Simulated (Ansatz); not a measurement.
```yaml
crystal:
  periodic: [false, false, false]
  atoms:
    - {symbol: C, position_ang: [-0.997818, 0.356367, 1.461549]}
    - {symbol: C, position_ang: [-0.320266, 0.139122, 0.393590]}
    - {symbol: B, position_ang: [0.530460, -0.362490, -0.890999]}
    - {symbol: Cl, position_ang: [0.748611, -1.852432, -1.533331]}
    - {symbol: Cl, position_ang: [1.595820, 1.216493, -1.511087]}
    - {symbol: H, position_ang: [-1.682751, 0.349053, 2.103346]}
basis:
  gaussian: {orbitals: def2-SVP}
hamiltonian: {xc: {name: wB97M-V}}
relax: {f_tol: 0.0001, max_steps: 2}
output: {forces: true}
```

```sh
$ ansatz run in.yaml --threads 4 --pin off --events-out ev --progress --plain --max-ram 10444MiB
```

It prints (some lines left out):

```
Functional definition: wB97M-V
  name "wB97M-V"
  cite "Mardirossian & Head-Gordon, J. Chem. Phys. 144, 214110 (2016) doi:10.1063/1.4952647"
  cite "Becke, J. Chem. Phys. 107, 8554 (1997) doi:10.1063/1.475007"
  cite "Vydrov & Van Voorhis, J. Chem. Phys. 133, 244103 (2010) doi:10.1063/1.3521275"
  # Of w^i u^j: cxij and so on, Table III.
  parameter omega = 0.3/bohr
  parameter cx = 0.15
  parameter cx01 = 1.007
  parameter cx10 = 0.259
  parameter css00 = 0.443
  parameter css04 = -1.437
  parameter css10 = -4.535
  parameter css20 = -3.390
  parameter css43 = 4.278
  parameter cos00 = 1.000
  parameter cos10 = 1.358
  parameter cos20 = 2.924
  parameter cos21 = -8.812
  parameter cos60 = -1.390
  parameter cos61 = 9.142
  parameter b = 6.0
  parameter c = 0.01
  gx(w, u) = 1 - cx + cx01*u + cx10*w
  gss(w, u) = css00 + css04*u^4 + css10*w + css20*w^2 + css43*w^4*u^3
  gos(w, u) = cos00 + cos10*w + (cos20 + cos21*u)*w^2 + (cos60 + cos61*u)*w^6
  exchange = spin_sum(e_x_unif_sr(omega)*gx(b97_w, b97_u_x)) + cx*exact_x_sr(omega) + exact_x_lr(omega)
  correlation = spin_sum(e_c_pw_mod_same_spin*gss(b97_w, b97_u_same))
      + integral(e_c_pw_mod_opposite_spin*gos(b97_w_opposite, b97_u_opposite)) + vv10(b, c)
894 factors; integrals over basis functions are off by at most 2.8e-4 eV
261 factors; integrals over basis functions are off by at most 3.5e-7 eV
mean field evaluation 1: about -27796.5334 eV, gradient 2.7e1 eV
mean field evaluation 2: about -27797.3081 eV, gradient 2.4e1 eV
mean field evaluation 4: about -27798.7481 eV, gradient 2.2e0 eV
mean field evaluation 8: about -27798.7917 eV, gradient 9.0e-2 eV
mean field evaluation 16: about -27798.7918 eV, gradient 1.6e-4 eV
mean field -27798.79179254 eV, -1021.5867556780 hartree, gradient 3.5e-5 eV, S^2 0.000000; 0 other end points of the search recorded, 0 dependent functions left out
the calculation of the forces begins
reference -27798.79182486 eV, -1021.5867568659 hartree; 26, 26 occupied and 57, 57 virtual orbitals, 894 factors
relax step   1: F+E_penalty+E_count = -27798.79179254 eV  Δ(F+E_penalty+E_count) = +0.000e0 eV  max|allowed force component| = 1.120e1 eV/Å  Δτ_max = 0.0000 Å  (31 SCF iters, accepted)
these checks for a lower state are left out or cut short: starts, cluster_reference, orbital_swaps, neighbouring_geometries, increment
894 factors; integrals over basis functions are off by at most 2.4e-4 eV
261 factors; integrals over basis functions are off by at most 3.8e-7 eV
mean field -27800.13225662 eV, -1021.6360168242 hartree, gradient 1.2e-5 eV, S^2 0.000000; 0 other end points of the search recorded, 0 dependent functions left out
the calculation of the forces begins
reference -27800.13228883 eV, -1021.6360180080 hartree; 26, 26 occupied and 57, 57 virtual orbitals, 894 factors
relax step   2: F+E_penalty+E_count = -27800.13225662 eV  Δ(F+E_penalty+E_count) = -1.340e0 eV  max|allowed force component| = 3.476e0 eV/Å  Δτ_max = 0.1949 Å  (36 SCF iters, accepted)
Error: geometry relaxation did not converge after 2 steps: max|allowed force component| = 3.48e0 eV/Å (threshold 1.0e-4). Raise `relax.max_steps` over both its present limit and 2, loosen `relax.f_tol`, or start from a geometry closer to equilibrium. Where this run's directory can be resumed (`checkpoint.write`), a resume goes on for up to `relax.max_steps` more
```

**Question.** What is wrong with this run?

**Answer.** The relaxation is allowed too few steps for its threshold. The run did not converge.
